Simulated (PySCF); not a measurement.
C2H5BO2, SMILES C(=C)B(O)O. Atoms are numbered in the order given.

```xyz
10

B     -0.0144    -0.5080     0.0000
C     -0.6597     0.9199     0.0000
C      0.0681     2.0462     0.0000
H     -1.7547     1.0209     0.0000
H     -0.3864     3.0431     0.0000
H      1.1625     2.0049     0.0000
O      1.3433    -0.6242     0.0000
H      1.6233    -1.5489     0.0000
O     -0.7576    -1.6601     0.0000
H     -1.7084    -1.5022     0.0000
```

Geometry: B3LYP-D3(BJ)/def2-SVP. Other conformers were not sampled.

Calculation: PySCF with B3LYP-D3(BJ)/def2-SVP.

Frequencies are harmonic and unscaled.

Computed normal modes with their intensities:
| mode | ν (cm⁻¹) | IR (km/mol) | Raman (Å⁴/amu) | depolarisation | moving atoms (share of kinetic energy) |
|---|---|---|---|---|---|
| 1 | 79 | 3.1 | 6.4 | 0.75 | C 45 %, H 35 %, O 19 % |
| 2 | 214 | 1.5 | 1.8 | 0.65 | O 39 %, C 31 %, H 24 % |
| 3 | 413 | 13.8 | 1.7 | 0.50 | O 46 %, C 28 %, H 22 % |
| 4 | 419 | 1.7 | 4.1 | 0.75 | H 66 %, B 23 % |
| 5 | 489 | 184.4 | 1.9 | 0.75 | H 90 % |
| 6 | 503 | 16.0 | 1.4 | 0.18 | O 39 %, C 27 %, H 23 %, B 11 % |
| 7 | 573 | 15.6 | 5.3 | 0.75 | H 85 %, O 10 % |
| 8 | 735 | 74.2 | 2.0 | 0.75 | B 56 %, H 19 %, C 17 % |
| 9 | 766 | 10.1 | 5.0 | 0.07 | O 37 %, C 34 %, H 25 % |
| 10 | 1001 | 129.1 | 4.4 | 0.51 | H 76 %, O 20 % |
| 11 | 1004 | 27.4 | 0.7 | 0.75 | H 73 %, C 27 % |
| 12 | 1011 | 72.9 | 0.3 | 0.75 | H 70 %, O 21 %, C 8 % |
| 13 | 1039 | 27.2 | 6.3 | 0.67 | H 77 %, O 11 %, C 10 % |
| 14 | 1044 | 11.6 | 0.1 | 0.75 | H 91 %, C 8 % |
| 15 | 1283 | 97.5 | 6.9 | 0.36 | H 65 %, C 17 %, B 13 % |
| 16 | 1353 | 164.5 | 9.2 | 0.52 | H 39 %, B 35 %, C 15 %, O 11 % |
| 17 | 1444 | 192.1 | 8.5 | 0.56 | H 56 %, B 26 %, C 11 % |
| 18 | 1456 | 212.5 | 7.2 | 0.25 | B 62 %, O 16 %, H 16 % |
| 19 | 1693 | 44.6 | 26.7 | 0.17 | C 84 %, H 13 % |
| 20 | 3103 | 24.9 | 61.6 | 0.53 | H 92 % |
| 21 | 3124 | 10.2 | 152.8 | 0.12 | H 94 % |
| 22 | 3217 | 8.4 | 69.6 | 0.74 | H 89 %, C 11 % |
| 23 | 3843 | 74.9 | 119.4 | 0.29 | H 94 % |
| 24 | 3873 | 67.2 | 77.6 | 0.28 | H 94 % |
